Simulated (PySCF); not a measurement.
**Stretching GeB**

Set-up: PySCF, spin-free X2C with a Gaussian nucleus, basis sets Ge x2c-SVPall, B x2c-SVPall. Energies in eV from Ge + B in their ground configurations at the same level. State: ⁴Σ⁻ (quartet), unpaired electrons σ ↑, π ↑↑.

All columns are PBE0. A positive dipole means Ge(−)B(+).

```tsv
R (Å)	E (eV)	μ (D)	Mulliken charge on Ge (basis-dependent)	HOMO (eV)	LUMO (eV)	Mayer bond order	⟨S²⟩
1.702	-2.428	-0.45	0.16	-6.50	-3.59	1.93	3.75
1.781	-2.921	-0.57	0.15	-6.54	-3.45	1.92	3.75
1.860	-3.192	-0.68	0.14	-6.57	-3.33	1.91	3.75
1.920	-3.287	-0.75	0.13	-6.59	-3.25	1.89	3.75
1.979	-3.311	-0.81	0.12	-6.58	-3.18	1.87	3.75
2.038	-3.281	-0.86	0.11	-6.45	-3.11	1.84	3.75
2.118	-3.180	-0.90	0.10	-6.31	-3.02	1.80	3.75
2.216	-2.991	-0.91	0.09	-6.14	-2.93	1.73	3.75
2.335	-2.713	-0.87	0.07	-5.98	-2.84	1.65	3.75
2.494	-2.314	-0.73	0.05	-5.79	-2.92	1.54	3.76
```

A fit through these points gives, at Re = 1.973 Å, μ = -0.80 D and dμ/dR = -0.943 D/Å; the reduced mass is 9.582 u.

How strong is the fundamental in the double-harmonic approximation, I = 42.26·(dμ/dR)²/μred km/mol?

I = 42.26·(-0.943)²/9.582 = 3.92 km/mol at PBE0.

Spin–orbit coupling is left out. The state was picked by a PBE0 search and need not be the measured ground state.
